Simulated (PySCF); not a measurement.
Spinor energies of Pt(4+) (platinum, charge +4)

Start: [Xe] 4f14 5d6; 5d3/2 filled at m_j = -3/2, -1/2, +1/2, +3/2; 5d5/2 filled at m_j = +3/2, +5/2. Calculated with PySCF 2.14 in x2c-QZVPPall-2c: generalised Hartree-Fock with the X2C-1e Hamiltonian and a Gaussian nucleus; one run each with spin-orbit coupling (SO) switched off, then screened by Boettger's factors.

| spinor shell | electrons | ε, spin-free (eV) | ε, screened SO (eV) | weight of nominal j (screened SO) | rms radius, screened SO (bohr) |
| --- | --- | --- | --- | --- | --- |
| 1s1/2 | 2 | -78884.3 | -78855.4 | 1.000 | 0.0194 |
| 2s1/2 | 2 | -14051.4 | -14042.2 | 1.000 | 0.0782 |
| 2p1/2 | 2 | -12194.7 | -13438.3 | 1.000 | 0.0663 |
| 2p3/2 | 4 | -12194.7 | -11703.2 | 1.000 | 0.0741 |
| 3s1/2 | 2 | -3407.7 | -3404.7 | 1.000 | 0.200 |
| 3p1/2 | 2 | -2858.1 | -3134.3 | 1.000 | 0.191 |
| 3p3/2 | 4 | -2858.1 | -2746.8 | 1.000 | 0.207 |
| 3d3/2 | 4 | -2253.3 | -2301.9 | 1.000 | 0.182 |
| 3d5/2 | 6 | -2253.3 | -2218.5 | 1.000 | 0.186 |
| 4s1/2 | 2 | -808.82 | -807.74 | 1.000 | 0.441 |
| 4p1/2 | 2 | -625.46 | -691.96 | 1.000 | 0.447 |
| 4p3/2 | 4 | -625.46 | -598.26 | 1.000 | 0.480 |
| 4d3/2 | 4 | -397.91 | -408.35 | 0.999 | 0.496 |
| 4d5/2 | 6 | -397.91 | -390.00 | 0.999 | 0.508 |
| 5s1/2 | 2 | -170.74 | -170.41 | 1.000 | 1.02 |
| 4f5/2 | 6 | -143.20 | -144.86 | 0.992 | 0.560 |
| 4f7/2 | 8 | -143.20 | -140.95 | 0.994 | 0.565 |
| 5p1/2 | 2 | -119.05 | -132.39 | 0.963 | 1.10 |
| 5p3/2 | 4 | -119.05 | -113.25 | 0.982 | 1.18 |
| 5d3/2 | 4 | -60.809 | -60.881 | 0.742 | 1.51 |
| 5d5/2 | 2 | -60.809 | -60.608 | 0.799 | 1.53 |

```json
{"quantity": "E (hartree)", "spin-free": "-18396.26910", "screened SO": "-18423.45102"}
{"quantity": "M_J", "spin-free": "4", "screened SO": "4"}
{"quantity": "⟨J²⟩", "spin-free": "20.014", "screened SO": "20.043"}
{"quantity": "⟨L²⟩", "spin-free": "6.011", "screened SO": "7.072"}
{"quantity": "⟨S²⟩", "spin-free": "6.003", "screened SO": "5.598"}
```

Each row is a mean over spinors that exchange with the open shell spreads, by up to 9.327 eV (5p3/2).

Rows whose weight is well below 1 are mixtures of j = l ± 1/2: exchange outweighs spin-orbit coupling there, and the label is only the starting occupation.

Breit and QED terms are absent; they matter most for the inner s and p1/2 levels.

Densities and radii are taken from the X2C orbitals without a picture-change correction, which distorts them close to the nucleus.

Without spin-orbit coupling the j labels of p, d and f shells carry no meaning; the spin-free column gives the mean over the occupied spinors of each nl shell.
